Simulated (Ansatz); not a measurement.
## Worked example: C5H10O2 → C4H9 + CHO2

Species: C5H10O2 (pivalic acid) `CC(C)(C)C(=O)O`, singlet; C4H9 (tert-butyl radical) `C[C](C)C`, doublet; CHO2 `O=[C]O`, doublet. 

Shapes, held fixed at every level: PBE0-D4/def2-TZVP. Flexible molecules stand in one conformer, not always the lowest. Programs: Ansatz 0.2.0. Electronic energies: no zero-point or thermal term.

At CCSD(T)/CBS estimate; 1 Eh = 2625.50 kJ/mol:

```
species  energy (Eh)
C5H10O2  -346.662443
   C4H9  -157.576432
   CHO2  -188.931496
```

Q: Work out ΔE of the reaction at this level.

A: 
1. Products less reactants: (-157.576432) + (-188.931496) − [(-346.662443)] = 0.154515 Eh = +405.7 kJ/mol.

Other levels give +281.3 (HF/def2-TZVPP) to +436.1 kJ/mol (SPW92/def2-TZVPP). No measured value is set beside it here. Open shells run unrestricted. The CBS estimate extrapolates MP2 from def2-TZVPP and def2-QZVPP and adds CCSD(T) − MP2 in the triple-zeta set, cores frozen. The median of the other levels is +377.3 kJ/mol.
